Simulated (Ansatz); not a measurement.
Species: C₄H₈Se, net charge 0, singlet state. SMILES: [Se](C)CC=C
Structure (B3LYP-D3(BJ)/def2-TZVP (Ansatz, a program for electronic structure) minimum search):
```
C
H 1 1.0884
H 1 1.0901 2 109.58
C 1 1.4861 2 111.86 3 124.17
C 4 1.3280 1 124.33 2 11.50
H 5 1.0820 4 121.56 1 179.31
H 5 1.0841 6 116.98 4 -179.98
H 4 1.0857 5 119.70 6 0.97
Se 1 1.9885 2 108.48 3 -115.04
C 9 1.9630 1 96.97 2 75.13
H 10 1.0877 9 110.31 1 -60.99
H 10 1.0879 11 110.54 9 -122.15
H 10 1.0880 11 109.44 12 -120.67
```

Quantity: atomisation energy, in kcal/mol. Set-up: 6-31G* and kin with 6d, 5d where marked; frozen cores in correlated levels (noble-gas shells and the d and f shells of earlier blocks); LANL2DZ with its own core potentials from Na on; dispersion terms only where a functional's name holds one; non-relativistic; UHF or UKS for open shells; no spin-orbit coupling; atomisation electronic, to ground-state atoms. First-principles rows: single points at B3LYP-D3(BJ) geometries (Ansatz).

| level | program | atomisation energy (kcal/mol) |
|---|---|---|
| SVWN5/6-31G* with LANL2DZ past Ar | Ansatz | 1351.0 |
| PBE/3-21G | Ansatz | 1218.4 |
| PBE/def2-SVP | Ansatz | 1220.5 |
| BLYP/6-31G* | Ansatz | 1179.1 |
| B3LYP/6-31G* | Ansatz | 1184.3 |
| B3LYP/6-31G* with LANL2DZ past Ar | Ansatz | 1174.9 |
| MP2/3-21G | Ansatz | 1039.3 |
| MP2/LANL2DZ | Ansatz | 1010.9 |
| PBE0/def2-TZVPD | Ansatz | 1196.4 |

No value to compare with is used here. The 8 habitual levels span 1010.9 (MP2/LANL2DZ) to 1351.0 kcal/mol (SVWN5/6-31G* with LANL2DZ past Ar); PBE0/def2-TZVPD gives 1196.4.

The levels are drawn from those run, B3LYP/6-31G* more often than the rest, none by its result; left out are runs that failed, that the program found above a lower state of the same kind, or whose <S^2> lies over 0.5 above the pure value.
